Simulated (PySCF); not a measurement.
Al(Cl)(F)(SH) (AlClFHS), SMILES [F][Al]([SH])[Cl].

Coordinates come from a B3LYP-D3(BJ)/def2-SVP optimisation. One conformer was computed; it need not be the lowest.

Vertical ionisation energy (IE) and electron affinity (EA) in eV. Rows of orbital energies are one-electron estimates. Where ΔSCF, EOM or ADC give a negative EA the extra electron is unbound and the value depends on the basis.

```
level                                            IE     EA
--------------------------------------------  -----  -----
−ε(HOMO), −ε(LUMO), B3LYP/def2-TZVPD (PySCF)   8.08   1.65
ADC(2)/aug-cc-pVDZ (PySCF)                    10.38  -0.02
```

Question: Beyond the first one, list the lowest photoelectron lines from ADC(2)/aug-cc-pVDZ (PySCF 2.14.0) with their pole strengths (two spins summed). (The exact figures need the calculation; the answer reports its results.)

Answer: 11.70 eV (1.80), 12.03 eV (1.80), 12.22 eV (1.81), 13.52 eV (1.78), 13.79 eV (1.73).
